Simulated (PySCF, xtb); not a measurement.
MoFH5, SMILES [F][MoH5], multiplicity 1.

xtb with GFN2-xTB at its own geometry gives an orbital gap of 1.67 eV and a dipole moment of 4.29 D.

Geometry optimised at B3LYP-D3(BJ)/def2-TZVP. The geometry has at least one imaginary mode, so it is a saddle point at that level. The multiplicity is an assumed one; other spin states were not compared. The def2 effective core potentials stand for the cores of Mo; spin–orbit coupling is left out.

Q: What does PBE/def2-TZVPD run with PySCF give? (An estimate is asked for; the answer gives what the named calculation found.)

A: gap 0.67 eV (levels -6.77 and -6.10 eV), dipole 0.88 D.
